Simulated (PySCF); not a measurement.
# Converging AlTl in the basis (CCSD(T))

PySCF, UHF reference; triplet, unpaired electrons σ ↑, π ↑; De to Al + Tl without counterpoise correction. Frozen cores follow the default of each basis and core potential.

```tsv
basis	relativity	functions	Re (Å)	ωe (cm⁻¹)	De (eV)	frozen orbitals
def2-SVP	scalar-relativistic core potentials	44	2.918	188	1.10	9
cc-pV(D+d)Z/cc-pVDZ-PP	scalar-relativistic core potentials	46	2.946	183	1.08	9
def2-SVPD	scalar-relativistic core potentials	56	2.937	181	1.11	9
```

Task: How does each smaller set differ from the one with most functions, def2-SVPD?

Result: def2-SVP: -1.9 pm, +3.9 % in ωe, -0.01 eV in De; cc-pV(D+d)Z/cc-pVDZ-PP: +0.9 pm, +1.1 % in ωe, -0.03 eV in De. All at CCSD(T); the set with most functions is neither the basis-set limit nor always the best.

Correlated steps freeze 9 core orbitals. Correlated levels converge slowly with the basis: in double zeta they bind strong bonds too weakly, by up to about 1 eV, and carry superposition errors of some tenths. Spin–orbit coupling is left out, which matters for elements this heavy, above all for dissociation energies. The state is the lowest determinant that a PBE0 search found; another state may lie lower at other levels.
